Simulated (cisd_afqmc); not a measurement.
Input (AFQMC/CISD/cc-pV(T+d)Z; cisd_afqmc is a phaseless AFQMC code with CISD trial states that reads the integrals written by Ansatz): A basis named .json is the Basis Set Exchange file of that set.

Ansatz 0.2 input:
```python
import cisd_afqmc

open("ham.yaml", "w").write("""\
crystal:
  periodic: [false, false, false]
  atoms:
    - {symbol: C, position_ang: [0.49340060, -0.59685356, 0.01157239]}
    - {symbol: C, position_ang: [-0.79925408, -0.33162174, 0.07436029]}
    - {symbol: F, position_ang: [-1.72376419, -1.26740236, 0.19996886]}
    - {symbol: F, position_ang: [-1.34397050, 0.86328453, 0.02315193]}
    - {symbol: Cl, position_ang: [1.68238799, 0.63658922, -0.15211772]}
    - {symbol: H, position_ang: [0.84413723, -1.61410440, 0.06231805]}
basis:
  gaussian:
    orbitals: cc-pV_T+d_Z.json
magnetization: {spin_polarized: false}
correlation: {method: ccsd, electrons: outside_noble_gas, hamiltonian_folder: ham}
""")
rep = cisd_afqmc.ansatz("ham.yaml")
e_ccsd = rep["correlation"]["coupled_cluster"]["energy"]["hartree"]
out = cisd_afqmc.run("ham", e_ccsd, trial="CISD", walkers=1000, populations=1, threads=12, dt=0.005, steps=40, early=24, settle=10, least=100,
    cut=5e-5, rank_cut=2e-4, target=0.0004, seconds=1500, seed=4, memory=62639, gpu=True)
```

Output:

```
orbitals 164, occupied [15], factors 962 of 1065, rank of the doubles 739 of 2235
E(HF) = -734.776642
E(CCSD) on the cut factors = -735.795612, shift to the whole factors -0.000011
Energy of the trial state on the determinant = -735.795590
  tau behind 7.2 of longer steps, mean of the populations' last blocks
   2.0  -735.83657
   4.0  -735.83518
   6.0  -735.83582
   8.0  -735.83954
  10.0  -735.83967
  12.0  -735.83799
  14.0  -735.83764
  16.0  -735.83849
  18.0  -735.84130
  20.0  -735.84096
  22.0  -735.83588
  24.0  -735.83835
  26.0  -735.84242
  28.0  -735.83825
  30.0  -735.83505
  32.0  -735.83926
  34.0  -735.83790
  36.0  -735.83992
  38.0  -735.83903
  40.0  -735.83633
  42.0  -735.83610
  44.0  -735.83661
  46.0  -735.84008
  48.0  -735.83831
  50.0  -735.84260
  52.0  -735.83544
  54.0  -735.83441
  56.0  -735.84251
  58.0  -735.83601
  60.0  -735.83669
  62.0  -735.83764
  64.0  -735.83591
  66.0  -735.83536
  68.0  -735.84042
  70.0  -735.83820
  72.0  -735.83550
  74.0  -735.83843
  76.0  -735.83622
  78.0  -735.83844
  80.0  -735.83954
  82.0  -735.83782
  84.0  -735.84183
  86.0  -735.83743
  88.0  -735.83988
  90.0  -735.83618
blocks 448 (0 outliers left out), error by blocks joined: 1: 0.00021, 2: 0.00025, 4: 0.00029, 8: 0.00033, 16: 0.00039
E(AFQMC/CISD) = -735.83812 +/- 0.00039
```
